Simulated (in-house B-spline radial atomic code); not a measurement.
Atomic self-consistent-field run: P⁵⁺ (an excited or competing configuration). Level of theory: Dirac-Hartree-Fock, average of configuration, Fermi nucleus of rms radius 3.1889 fm; calculated with a radial B-spline atomic code at the basis-set limit.

Command:
```bash
python run_scf.py task.json out
```
Settings (nuclear radius in fm, mass in u):
```
Z                15
configuration    [He] 2s1 2p6 3d1
hamiltonian      dirac
method           hf
spin_polarised   False
nucleus          fermi
rms_radius       3.1889
atomic_mass      30.97376
speed_of_light   137.035999084
```

Output (hartree, bohr):
```
 radial grid: 67 intervals, B-splines of order 8, outer radius 12.1053 bohr

 iter        energy (Eh)    residual
    1       -320.8152311    6.88e-01
    2       -326.7902143    1.76e-01
    3       -327.0488136    7.16e-02
    4       -327.0903089    2.94e-02
    5       -327.0981714    4.83e-03
    6       -327.0984687    1.45e-04
    7       -327.0984689    9.10e-06
    8       -327.0984689    4.41e-08

 total energy                     -327.098469
 kinetic                            328.69965
 electron-nucleus                  -747.24301
 electron-electron                   91.44489

 first-order corrections (not in the total)
   Gaunt                            0.07206
   retardation                     -0.00517
   frequency dependence            -0.00005
   self-energy                      0.04690
   Uehling                         -0.00300
   Wichmann-Kroll                   0.00001
   recoil                           0.00478

 orbital      occ     eigenvalue          <r>       <r^2>       <1/r>       r_max    small
 1s1/2      2.000      -84.32439     0.103431   0.0144022     14.6581     0.06767  2.84e-03
 2s1/2      1.000      -11.21385     0.499585    0.295263      2.9354       0.411  4.51e-04
 2p1/2      2.000       -8.97420     0.461703    0.264135     2.81468      0.3458  4.21e-04
 2p3/2      4.000       -8.93617     0.463613    0.266169     2.79898      0.3474  4.19e-04
 3d3/2      0.400       -2.09800        1.613     3.01548    0.739497       1.369  6.58e-05
 3d5/2      0.600       -2.09783      1.61327     3.01634    0.739294        1.37  6.58e-05
```

Cost of the run: 0.77 s on 1 thread of Arm Neoverse V2, on a shared host.

For the Dirac Hamiltonian the kinetic term is c α·p + (β - 1)c².
